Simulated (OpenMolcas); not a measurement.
**Ti2+: moving the ligands**

Ti2+ with 5 ligands (fluoride) in square pyramidal coordination (C4v) at 2.1 Å, the axial distance 2.016 Å. A charge of +0.6 e stands 2.8 Å behind each ligand. Ligand basis ANO-RCC-VDZP.
```
Ti    0.0000    0.0000    0.0000
F     2.1000    0.0000    0.0000
F     0.0000    2.1000    0.0000
F    -2.1000    0.0000    0.0000
F     0.0000   -2.1000    0.0000
F     0.0000    0.0000    2.0160
```

```yaml
Program: OpenMolcas
Method: "SS-CASPT2, IPEA 0.25 Eh, imaginary shift 0.1 Eh (closed shells correlated: 3s 3p and the ligand valence shells)"
Basis: ANO-RCC-VDZP [5s4p2d1f]
Scalar_Hamiltonian: DKH2, point nucleus
Active_space: 2 electrons in 5 orbitals (3d)
State_averaging: 2S+1 = 3 even, 10 roots; 2S+1 = 1 even, 15 roots
Spin-orbit_coupling: RASSI with atomic mean-field integrals over the reference wave functions
```

Runs around this geometry, states. Energies in cm-1 above the lowest state or level, χT in cm3 K/mol.

```tsv
R (Å)	Axial / equatorial distance	Ground state	First state of that spin	First gap with spin-orbit (degeneracies)	χT at 300 K	First state of another spin
2.1	0.96	2S+1 = 3	1320	10 (1, 2)	1.053	2S+1 = 1: 5720
2.2	0.96	2S+1 = 3	400	0 (1, 1)	1.105	2S+1 = 1: 6210
2.1	1.008	2S+1 = 3	1460	8 (1, 2)	1.052	2S+1 = 1: 6040
```

Over all roots computed the reference weight is 0.65 to 0.75 in R = 2.1 in ratio = 0.96, 0.69 to 0.75 in R = 2.2 in ratio = 0.96, 0.67 to 0.75 in R = 2.1 in ratio = 1.008; the roots of lowest weight are the least certain, and an intruder state may touch them. An orbital doublet at a regular site is open to a Jahn-Teller distortion, which this geometry leaves out. Ligand-to-metal charge-transfer states are missing. With no ligand orbital active B as a rule stays too high, so bands that hang on it stand too high and its fall with covalency is understated. Free-ion shares, where given, are those of the reference states; single-state CASPT2 does not remix them. The least metal-like active orbital is 68 % on the metal (Löwdin) and no ligand orbital is active, so the numbers are rough (holds for R = 2.1, ratio = 0.96). The least metal-like active orbital is 79 % on the metal (Löwdin) and no ligand orbital is active, so the numbers are rough (holds for R = 2.2, ratio = 0.96). The least metal-like active orbital is 72 % on the metal (Löwdin) and no ligand orbital is active, so the numbers are rough (holds for R = 2.1, ratio = 1.008). No measured value stands beside these numbers; the geometry was imposed, not optimised, and the real ion may take another.

A state without a sure symmetry label is named by its multiplicity alone.
